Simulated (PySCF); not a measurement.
CdO⁺ at ROHF-SCS-MP2

Level: ROHF-SCS-MP2. Cd def2-SVPD with ECP28, O def2-SVPD; scalar-relativistic core potentials (PySCF 2.14).

For CdO⁺, the state is ²Π (doublet), unpaired electrons π ↑, the bond length is 2.017 Å and the harmonic wavenumber is 550 cm⁻¹. The force constant is 2.50 mdyn/Å, the rotational constant Be is 0.2953 cm⁻¹ and the anharmonicity ωexe is 3.19 cm⁻¹. The vibration–rotation constant αe is 0.00215 cm⁻¹ and the well depth De to Cd⁺ + O is 0.87 eV. The dissociation energy D0 is 0.83 eV.

Correlated steps freeze 1 core orbital. Correlated levels converge slowly with the basis: in double zeta they bind strong bonds too weakly, by up to about 1 eV, and carry superposition errors of some tenths. Spin–orbit coupling is left out. For an ion De counts to the pair picked by the measured ionisation energies or electron affinities, which need not be the lowest pair at this level. The state was picked by a PBE0 search and need not be the measured ground state.
